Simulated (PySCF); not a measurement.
## Electron correlation in Ne⁺ (neon, charge +1)

[He] 2s2 2p5, 2P determinant. All numbers are calculated (PySCF 2.14, the non-relativistic Hamiltonian (point nucleus), in cc-pVTZ). Frozen: 1s2; 7 electrons correlated.

MP2 pair energies summed by pair of shells (mhartree):

```
 pair   energy  share (%)
2p-2p  -122.03       62.0
2s-2p   -65.10       33.1
2s-2s    -9.71        4.9
```

Total MP2 correlation energy: -196.83 mhartree.

Same-spin part -47.59 and opposite-spin part -149.24 mhartree; SCS-MP2 scales them by 1/3 and 6/5 to -194.95 mhartree.

```tsv
level	correlation energy (mhartree)
CCSD	-208.34
(T)	-2.51
CCSD(T)	-210.85
```

Diagnostics: T1 = 0.0037, D1 = 0.0058, largest double amplitude 0.029.

Cost of the coupled-cluster step: 0.66 s of wall time on 1 thread of Neoverse-N1 (shared host), for 7 correlated electrons.
